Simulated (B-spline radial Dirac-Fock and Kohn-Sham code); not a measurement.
Method: ΔSCF Dirac-Fock with Breit, self-energy and vacuum polarisation, finite nucleus, configuration average. Computed with a B-spline atomic structure program. Free neutral atoms.

**Question.** Order these X-ray lines by photon energy, lowest first.
A. Sm Kβ1
B. Eu Kβ2''
C. Sm Kβ2''
D. Pb Kα1
E. Au Kα1
F. Dy Kα1

**Answer.** A (45410.8 eV), F (45995.8 eV), C (46547.9 eV), B (48219.3 eV), E (68800.4 eV), D (74964.6 eV).
